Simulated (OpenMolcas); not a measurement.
Lines of Co IV: computed and rescaled rates

- Program: OpenMolcas
- Method: RASSCF
- Basis: ANO-RCC-VTZP [6s5p3d2f1g]
- Scalar Hamiltonian: DKH2, point nucleus
- Active space: 12 electrons in 8 orbitals (RAS1 3p, at most 2 holes; RAS2 3d)
- State averaging: 2S+1 = 5 even, 5 roots; 2S+1 = 3 even, 45 roots; 2S+1 = 1 even, 44 roots
- Spin-orbit coupling: RASSI with atomic mean-field integrals over the reference wave functions, term energies averaged over their components

Rates come from the transition moments of the reference wave functions (E1 and E2 in the length form). At fixed line strength A goes as λ^-3 for E1 and M1 and as λ^-5 for E2, so a rate at the computed wavelength can be rescaled to the measured one. Measured vacuum wavelengths follow from level energies in Sugar and Corliss, J. Phys. Chem. Ref. Data 10, 1097 (1981). Branching counts decays inside the model space alone, at computed energies, and the table is only a selection of the E2 and M1 lines, drawn from those between levels with measured partners whose computed energy lies within a factor of 1.5 of the measured one.

```json
{"Upper": "3d6 1G4(2)", "Lower": "3d6 1I6", "Type": "E2", "λ computed (nm)": "293.1", "λ measured (nm)": "312.8", "A computed (s-1)": "3.80e+00", "A rescaled (s-1)": "2.74e+00", "Branching %": "57.0"}
{"Upper": "3d6 3F4(2)", "Lower": "3d6 3H6", "Type": "E2", "λ computed (nm)": "260.7", "λ measured (nm)": "276.6", "A computed (s-1)": "3.55e+00", "A rescaled (s-1)": "2.64e+00", "Branching %": "37.3"}
{"Upper": "3d6 3F3(2)", "Lower": "3d6 3H5", "Type": "E2", "λ computed (nm)": "262.6", "λ measured (nm)": "278.8", "A computed (s-1)": "3.54e+00", "A rescaled (s-1)": "2.62e+00", "Branching %": "39.2"}
{"Upper": "3d6 3P0(2)", "Lower": "3d6 3P2(1)", "Type": "E2", "λ computed (nm)": "249.3", "λ measured (nm)": "282.2", "A computed (s-1)": "3.18e+00", "A rescaled (s-1)": "1.71e+00", "Branching %": "55.6"}
{"Upper": "3d6 1S0", "Lower": "3d6 3P1(1)", "Type": "M1", "λ computed (nm)": "645.9", "λ measured (nm)": "598.3", "A computed (s-1)": "3.12e+00", "A rescaled (s-1)": "", "Branching %": "99.9"}
{"Upper": "3d6 3P1(2)", "Lower": "3d6 3P2(1)", "Type": "E2", "λ computed (nm)": "245.6", "λ measured (nm)": "277.5", "A computed (s-1)": "2.29e+00", "A rescaled (s-1)": "1.24e+00", "Branching %": "38.6"}
{"Upper": "3d6 3P1(1)", "Lower": "3d6 5D2", "Type": "M1", "λ computed (nm)": "394", "λ measured (nm)": "422.8", "A computed (s-1)": "1.66e+00", "A rescaled (s-1)": "", "Branching %": "78.4"}
{"Upper": "3d6 3P2(1)", "Lower": "3d6 5D3", "Type": "M1", "λ computed (nm)": "418.5", "λ measured (nm)": "449.6", "A computed (s-1)": "1.28e+00", "A rescaled (s-1)": "", "Branching %": "91.2"}
{"Upper": "3d6 3F3(1)", "Lower": "3d6 5D3", "Type": "M1", "λ computed (nm)": "360.9", "λ measured (nm)": "398.5", "A computed (s-1)": "7.45e-01", "A rescaled (s-1)": "", "Branching %": "65.7"}
{"Upper": "3d6 1D2", "Lower": "3d6 3F3(1)", "Type": "M1", "λ computed (nm)": "515.1", "λ measured (nm)": "602.2", "A computed (s-1)": "6.95e-01", "A rescaled (s-1)": "", "Branching %": "38.9"}
{"Upper": "3d6 3D3", "Lower": "3d6 5D4", "Type": "M1", "λ computed (nm)": "247.4", "λ measured (nm)": "273.6", "A computed (s-1)": "6.36e-01", "A rescaled (s-1)": "", "Branching %": "55.1"}
{"Upper": "3d6 1G4(1)", "Lower": "3d6 3H5", "Type": "M1", "λ computed (nm)": "879.2", "λ measured (nm)": "790.4", "A computed (s-1)": "4.47e-01", "A rescaled (s-1)": "", "Branching %": "30.7"}
{"Upper": "3d6 3D1", "Lower": "3d6 5D0", "Type": "M1", "λ computed (nm)": "258.8", "λ measured (nm)": "286.6", "A computed (s-1)": "3.50e-01", "A rescaled (s-1)": "", "Branching %": "33.2"}
{"Upper": "3d6 3D2", "Lower": "3d6 5D2", "Type": "M1", "λ computed (nm)": "255.8", "λ measured (nm)": "283.5", "A computed (s-1)": "3.10e-01", "A rescaled (s-1)": "", "Branching %": "37.3"}
{"Upper": "3d6 3F2(1)", "Lower": "3d6 5D2", "Type": "M1", "λ computed (nm)": "363.5", "λ measured (nm)": "401.7", "A computed (s-1)": "2.95e-01", "A rescaled (s-1)": "", "Branching %": "56.8"}
{"Upper": "3d6 1F3", "Lower": "3d6 3G4", "Type": "M1", "λ computed (nm)": "425", "λ measured (nm)": "475.3", "A computed (s-1)": "2.84e-01", "A rescaled (s-1)": "", "Branching %": "35.5"}
{"Upper": "3d6 1I6", "Lower": "3d6 3H6", "Type": "M1", "λ computed (nm)": "717.4", "λ measured (nm)": "815.4", "A computed (s-1)": "2.59e-01", "A rescaled (s-1)": "", "Branching %": "60.3"}
{"Upper": "3d6 1I6", "Lower": "3d6 3H5", "Type": "M1", "λ computed (nm)": "733.3", "λ measured (nm)": "839.6", "A computed (s-1)": "1.69e-01", "A rescaled (s-1)": "", "Branching %": "39.5"}
{"Upper": "3d6 3G3", "Lower": "3d6 3F3(1)", "Type": "M1", "λ computed (nm)": "1870", "λ measured (nm)": "2420", "A computed (s-1)": "1.04e-01", "A rescaled (s-1)": "", "Branching %": "35.4"}
{"Upper": "3d6 3G5", "Lower": "3d6 3H6", "Type": "M1", "λ computed (nm)": "1905", "λ measured (nm)": "1872", "A computed (s-1)": "9.13e-02", "A rescaled (s-1)": "", "Branching %": "41.7"}
{"Upper": "3d6 3G5", "Lower": "3d6 3H5", "Type": "M1", "λ computed (nm)": "2022", "λ measured (nm)": "2004", "A computed (s-1)": "6.33e-02", "A rescaled (s-1)": "", "Branching %": "28.9"}
{"Upper": "3d6 5D3", "Lower": "3d6 5D4", "Type": "M1", "λ computed (nm)": "15170", "λ measured (nm)": "15650", "A computed (s-1)": "9.98e-03", "A rescaled (s-1)": "9.09e-03", "Branching %": "100.0"}
{"Upper": "3d6 5D2", "Lower": "3d6 5D3", "Type": "M1", "λ computed (nm)": "21940", "λ measured (nm)": "22800", "A computed (s-1)": "6.14e-03", "A rescaled (s-1)": "5.47e-03", "Branching %": "100.0"}
{"Upper": "3d6 3H5", "Lower": "3d6 3H6", "Type": "M1", "λ computed (nm)": "32920", "λ measured (nm)": "28380", "A computed (s-1)": "7.28e-04", "A rescaled (s-1)": "1.14e-03", "Branching %": "89.1"}
{"Upper": "3d6 3H6", "Lower": "3d6 5D4", "Type": "E2", "λ computed (nm)": "361.4", "λ measured (nm)": "422.3", "A computed (s-1)": "1.98e-05", "A rescaled (s-1)": "", "Branching %": "100.0"}
```

Spin-changing lines and M1 lines between different terms are not rescaled, since their strength hangs on the term gaps too.

The largest correction is for 3d6 3P0(2) → 3d6 3P2(1) (E2): 3.18e+00 × (249.3 / 282.2)^5 = 1.71e+00 s-1, a factor of 0.54.

The computed order of these levels differs from the measured one in 4 places, and where term gaps are wrong the rates of spin-changing lines can be off by large factors.

These are rates of the free ion; in crystals, glasses and complexes forced electric-dipole and non-radiative decay shorten such lifetimes by orders of magnitude. No measured rate stands beside these. Rescaling mends the energy factor alone: line strengths can still be far off where a level mixes with configurations outside the active space, and weak or spin-changing lines hang on small mixing coefficients that depend on the term gaps too, so rescaling need not improve them.

Without dynamic correlation excited terms often stand tens of per cent too high (terms of higher spin than the ground term too low), and those without a measured partner can miss by more than the paired ones. Active for correlation alone: 3p; no level in the range computed is led by a configuration that opens it, so any true level of that kind is missing. Computed and measured levels are paired by configuration, term and J; levels that our copy of the source lacks, or whose pairing is in doubt (as where it misses far off the trend of its configuration), stay unpaired. Levels of configurations outside the active space are missing.

A number in round brackets counts repeated terms of one configuration in the order of the reference energies.
